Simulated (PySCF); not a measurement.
Sn(nBu)(Cl)3 (C₄H₉Cl₃Sn), SMILES CCC[CH2][Sn]([Cl])([Cl])[Cl].

Geometry optimised at B3LYP-D3(BJ)/def2-SVP. The isomer is the one that the SMILES or the coordinates give; other isomers of the formula were not compared. The def2 effective core potentials stand for the cores of Sn; spin–orbit coupling is left out. One conformer was computed; it need not be the lowest.

Calculation: B3LYP/def2-SVP in PySCF.

The molecule is in vacuum.

Q: Estimate the frontier levels, gap, dipole moment and polarisability. (The exact figures need the calculation; the answer reports its results.)

A: 
```yaml
highest_occupied_level: -8.24 eV
lowest_empty_level: -2.37 eV
orbital_gap: 5.87 eV
dipole_moment: 4.04 D
quadrupole, principal values (traceless, Buckingham form, about the centre of nuclear charge): -3.30, -1.66, 4.96 D·Å
mean_static_polarisability: 107.5 bohr³ (15.93 Å³)
polarisability_principal_values: 96.8, 100.8, 124.9 bohr³
```
